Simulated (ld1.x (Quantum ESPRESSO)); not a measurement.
PBE TM dataset for Se, scalar-relativistic all-electron reference.

ld1.x (Quantum ESPRESSO) 7.5 input, shortened:

```
&input
   title='Se', zed=34., rel=1, dft='PBE', iswitch=3,
   config='[Ar] 3d10 4s2 4p4'
 /
 &inputp
   pseudotype=2, tm=.true., lloc=2,
   nlcc=.true., rcore=0.45
 /
3
4S  1  0   2.00   0.00  1.20  1.20  0.0
4P  2  1   4.00   0.00  1.90  1.90  0.0
3D  3  2  10.00   0.00  0.95  0.95  0.0
 &test
   configts(1)='3d10 4s2 4p4'
 /
```

What the tests gave:

| Property | Result |
| --- | --- |
| Cutoffs needed | 300 Ry and over 300 Ry (the cutoffs (Ry, on a coarse ladder) from which the occupation-weighted sum of valence levels, in a spherical-Bessel basis at the reference potential, stays within 10 and 1 mRy of its value at 400 Ry) |
| Ghost test | ghost states, extra bound levels that the all-electron valence spectrum of the same l lacks: s at -473.9 eV, p at -254.3 eV; a true bound ghost makes a file unfit for plane-wave use (spherical-Bessel basis up to 400 Ry, 20 bohr box) |
| Largest excitation error | -536 meV (all-electron minus pseudo) for 3d9 4s2 4p4, out of 7 test configurations |

Generation and tests took about 4.9 s on one core of a shared server CPU.
